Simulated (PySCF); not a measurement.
Al(H)2(SMe) (CH5AlS), SMILES C[S][AlH2]. Coordinates come from a PBE0-D3(BJ)/def2-TZVP optimisation.

Computed with PySCF 2.14.0 with PBE0-D3(BJ)/def2-TZVP.

Harmonic wavenumbers (cm⁻¹): 92, 184, 243, 475, 518, 575, 724, 758, 975, 983, 1351, 1469, 1478, 1924, 1953, 3066, 3159, 3161. Rotational constants (GHz): 15.44, 4.230, 3.391; symmetry number 1.

Work out the zero-point energy and the ideal-gas rigid-rotor harmonic-oscillator thermochemistry at 298.15 K and 1 atm.

ZPE = ½ Σ hcν = ½ × 23087 cm⁻¹ = 33.00 kcal/mol. H − E(el) = 37.11 kcal/mol. Entropy in cal/(mol K): translation 38.90, rotation 24.79, vibration 10.30, total 73.99. G − E(el) = 15.05 kcal/mol. Cp = 19.77 cal/(mol K). Modes under 150 cm⁻¹ make the vibrational entropy uncertain.
